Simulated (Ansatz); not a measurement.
Cost and result up the ladder for the cluster GeO4H4 (9 atoms). Total charge 0; singlet. Geometry: PBE-D4/def2-SVP.

Cartesian coordinates in Å:
```
Ge 0.9400 -0.4811 -0.3227
O -0.0104 -0.5025 1.2365
O -1.1124 0.9135 -1.0037
O 0.3881 1.0577 -1.1181
O -1.5042 1.5414 0.1790
H 0.5472 -1.7463 -1.1284
H 2.4474 -0.2876 -0.0357
H -0.4780 -1.3526 1.3414
H -1.2178 0.8575 0.8517
```

Ansatz on 4 threads of Arm Neoverse V2 on a shared host. Times are rough, and most runs start from the orbitals of an earlier one. No level here is sound enough to serve as a yardstick. Binding counts from free atoms at the same level (Ge triplet, O triplet, H doublet; other spins of the atoms weren't run), without zero-point energy or a counterpoise term.

Correlated methods freeze 13 core orbitals; core or outer-core shells of Ge are correlated, in sets that lack core-valence functions. The rows differ in basis, and correlated rows in double-zeta sets carry the largest basis error. The structure holds 2 bonds between oxygen atoms, so isomers without such links may lie far lower. Another isomer (singlet) lies 3.31 eV lower at PBE0-D4/def2-TZVP; other spin states weren't run for this one.

Correlated methods converge slowly with the basis, most of all in double-zeta sets.

| level | functions | wall time |
| --- | --- | --- |
| PBE-D4/def2-TZVP (with forces) | 196 | 1.8 s |
| PBE0-D4/def2-TZVP | 196 | 2.3 s |
| r2SCAN-D4/def2-TZVP | 196 | 2.9 s |
| r2SCAN0-D4/def2-TZVP | 196 | 3.5 s |
| ωB97M-V/def2-TZVP | 196 | 6.5 s |
| CCSD(T)/def2-SVP | 108 | 8 s |

Task: Estimate what each level gives for the binding energy per atom (eV).

Result: 
```
                         level  binding energy per atom (eV)                        remarks
PBE-D4/def2-TZVP (with forces)                          3.19  restricted SCF unstable in HF
             PBE0-D4/def2-TZVP                          2.98  restricted SCF unstable in HF
           r2SCAN-D4/def2-TZVP                          3.06  restricted SCF unstable in HF
          r2SCAN0-D4/def2-TZVP                          2.88  restricted SCF unstable in HF
             ωB97M-V/def2-TZVP                          3.03  restricted SCF unstable in HF
              CCSD(T)/def2-SVP                          2.76        restricted SCF unstable
```
